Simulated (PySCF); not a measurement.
The dipole of `Cc1nnncc1C(F)(F)F` from its density and from atomic charges.

Coordinates (GFN2-xTB, Å) and charges (e) from the PBE0/pcSseg-1 density (PySCF):

```json
{"atom": "C1", "x": "-1.850", "y": "-0.593", "z": "0.118", "Mulliken": "-0.1637", "IAO": "-0.4478", "Hirshfeld": "-0.1201", "ESP-fitted": "-0.7741"}
{"atom": "C2", "x": "-0.392", "y": "-0.797", "z": "-0.063", "Mulliken": "+0.2205", "IAO": "+0.1722", "Hirshfeld": "+0.0884", "ESP-fitted": "+1.1343"}
{"atom": "N3", "x": "0.033", "y": "-2.044", "z": "-0.270", "Mulliken": "-0.2900", "IAO": "-0.1699", "Hirshfeld": "-0.0943", "ESP-fitted": "-0.5838"}
{"atom": "N4", "x": "1.277", "y": "-2.316", "z": "-0.437", "Mulliken": "+0.0020", "IAO": "+0.0014", "Hirshfeld": "-0.0275", "ESP-fitted": "+0.1108"}
{"atom": "N5", "x": "2.196", "y": "-1.415", "z": "-0.417", "Mulliken": "-0.2587", "IAO": "-0.1623", "Hirshfeld": "-0.1014", "ESP-fitted": "-0.5821"}
{"atom": "C6", "x": "1.879", "y": "-0.143", "z": "-0.219", "Mulliken": "+0.3575", "IAO": "+0.0042", "Hirshfeld": "+0.0308", "ESP-fitted": "+0.9249"}
{"atom": "C7", "x": "0.556", "y": "0.237", "z": "-0.030", "Mulliken": "-0.6147", "IAO": "-0.0983", "Hirshfeld": "-0.0351", "ESP-fitted": "-0.7308"}
{"atom": "C8", "x": "0.165", "y": "1.671", "z": "0.197", "Mulliken": "+0.9512", "IAO": "+0.8050", "Hirshfeld": "+0.2666", "ESP-fitted": "+0.2997"}
{"atom": "F9", "x": "-0.680", "y": "2.117", "z": "-0.748", "Mulliken": "-0.2656", "IAO": "-0.2756", "Hirshfeld": "-0.0827", "ESP-fitted": "-0.1165"}
{"atom": "F10", "x": "-0.456", "y": "1.843", "z": "1.375", "Mulliken": "-0.2656", "IAO": "-0.2756", "Hirshfeld": "-0.0826", "ESP-fitted": "-0.1180"}
{"atom": "F11", "x": "1.218", "y": "2.495", "z": "0.192", "Mulliken": "-0.2600", "IAO": "-0.2709", "Hirshfeld": "-0.0744", "ESP-fitted": "-0.0841"}
{"atom": "H12", "x": "-2.052", "y": "-0.141", "z": "1.088", "Mulliken": "+0.1571", "IAO": "+0.1750", "Hirshfeld": "+0.0528", "ESP-fitted": "+0.2100"}
{"atom": "H13", "x": "-2.355", "y": "-1.552", "z": "0.050", "Mulliken": "+0.1511", "IAO": "+0.1796", "Hirshfeld": "+0.0588", "ESP-fitted": "+0.1821"}
{"atom": "H14", "x": "-2.237", "y": "0.079", "z": "-0.647", "Mulliken": "+0.1572", "IAO": "+0.1750", "Hirshfeld": "+0.0530", "ESP-fitted": "+0.2078"}
{"atom": "H15", "x": "2.694", "y": "0.567", "z": "-0.212", "Mulliken": "+0.1217", "IAO": "+0.1881", "Hirshfeld": "+0.0678", "ESP-fitted": "-0.0803"}
```

**Question.** Compute μ = Σ q r for each scheme (1 e·Å = 4.803 D) and compare with the dipole of the full density.

**Answer.** The full density gives (-1.57, 2.54, 0.50) D, 3.02 D in size; dipole vectors point from the negative to the positive end.

```
    scheme     μx    μy    μz  size (D)  share of the full size (%)  angle to the full dipole (°)
  Mulliken  -2.83  1.89  0.55      3.44                         114                            24
       IAO  -0.94  0.35  0.15      1.02                          34                            37
 Hirshfeld  -0.82  1.27  0.25      1.53                          51                             1
ESP-fitted  -1.43  2.38  0.46      2.81                          93                             1
```

**Question.** Which set comes closest?

**Answer.** Length of the difference vector: ESP-fitted 0.21 D, Mulliken 1.42 D, Hirshfeld 1.49 D, IAO 2.30 D. Closest: ESP-fitted. ESP charges are fitted to the potential around the molecule, whose slowest-falling term is the dipole's. 

**Question.** What is left for the Hirshfeld atoms' own dipoles?

**Answer.** The shares of the density sum to the whole, so what Σ q r misses lies in dipoles about the nuclei. The atomic dipoles sum to (-1.57, 2.54, 0.50) − (-0.82, 1.27, 0.25) = (-0.75, 1.27, 0.25) D, 1.49 D in size.

**Question.** With the origin at the mean of the coordinates, (0.000, 0.001, -0.001) Å, which are the largest single terms, by size, of the IAO dipole along the direction of the full one?

**Answer.** C8 +5.22, F10 -2.66, F9 -2.66, F11 -1.94, N5 +1.87 D; all 15 atoms together +0.81 D. The single terms depend on the origin, their sum doesn't.

**Question.** Give the size of the full dipole in other units.

**Answer.** 3.02 D = 1.189 au = 0.629 e·Å = 10.08 × 10⁻³⁰ C·m.

Geometry: GFN2-xTB; no solvent, vibrations or thermal averaging.

Shape of the structure used: `[CH3:1][c:2]1[n:3][n:4][n:5][cH:6][c:7]1[C:8]([F:9])([F:10])[F:11]`: C6–C7–C8–F9 120°.
